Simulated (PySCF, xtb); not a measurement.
BO, SMILES [B]=O (connectivity only; charge and spin as stated), charge +1, multiplicity 1.

Coordinates come from a r2SCAN-D4/def2-TZVPD optimisation. The spin state was assumed, not searched.

Calculation: PySCF 2.14.0 with IEF-PCM-M06-2X/def2-TZVPD.

The values are the electrostatic part of the solvation free energy, E(continuum) − E(gas) at the gas-phase geometry, in a cavity of scaled van der Waals radii (PySCF's table); cavitation and dispersion terms are not included. In vacuum the orbital gap is 6.29 eV.

```json
[
 {"solvent": "water", "ε": "78.36", "ΔG(elec) (kcal/mol)": "-76.4", "gap (eV)": "6.76"},
 {"solvent": "toluene", "ε": "2.37", "ΔG(elec) (kcal/mol)": "-43.9", "gap (eV)": "6.50"},
 {"solvent": "methanol", "ε": "32.61", "ΔG(elec) (kcal/mol)": "-74.9", "gap (eV)": "6.74"}
]
```

For comparison, GFN2-xTB/ALPB(water) (xtb, at the GFN2-xTB geometry, all terms of that model) gives -68.3 kcal/mol.
